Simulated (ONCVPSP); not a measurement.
**An all-electron radial function and its pseudo partner (oxygen (O))**

Columns: radius, all-electron u(r) and pseudo u(r) of the 2p shell (level -12.47 eV) of oxygen in the configuration [He] 2s2 2p3.75; PBEsol, scalar-relativistic, ONCV scheme, ONCVPSP 4.0.1.

| r (bohr) | all-electron | pseudo |
| --- | --- | --- |
| 0.065 | 0.0511 | 0.0209 |
| 0.130 | 0.1603 | 0.0810 |
| 0.195 | 0.2874 | 0.1736 |
| 0.260 | 0.4119 | 0.2889 |
| 0.325 | 0.5236 | 0.4151 |
| 0.390 | 0.6186 | 0.5404 |
| 0.455 | 0.6963 | 0.6546 |
| 0.520 | 0.7571 | 0.7500 |
| 0.585 | 0.8021 | 0.8223 |
| 0.650 | 0.8330 | 0.8704 |
| 0.715 | 0.8517 | 0.8963 |
| 0.780 | 0.8601 | 0.9035 |
| 0.845 | 0.8599 | 0.8966 |
| 0.910 | 0.8528 | 0.8802 |
| 0.975 | 0.8402 | 0.8581 |
| 1.040 | 0.8231 | 0.8332 |
| 1.105 | 0.8028 | 0.8073 |
| 1.170 | 0.7799 | 0.7813 |
| 1.235 | 0.7551 | 0.7553 |
| 1.300 | 0.7291 | 0.7291 |
| 1.365 | 0.7023 | 0.7023 |
| 1.430 | 0.6751 | 0.6751 |
| 1.495 | 0.6477 | 0.6477 |
| 1.560 | 0.6205 | 0.6204 |
| 1.625 | 0.5935 | 0.5935 |
| 1.690 | 0.5670 | 0.5670 |

How many radial nodes do the two functions have?

The all-electron 2p function has n − l − 1 = 0; the pseudo-wave has 0.

At about which radius was the pseudo-wave matched?

1.30 bohr, where the columns begin to agree (steps of 0.07 bohr).

Where does each function peak?

Outermost all-electron maximum near 0.78 bohr, pseudo maximum near 0.78 bohr (to the table’s step).

Is the pseudo-wave norm-conserving?

Yes: the ONCV scheme keeps the norm inside the radius equal to the all-electron one, which fixes the energy derivative of the logarithmic derivative at the level.
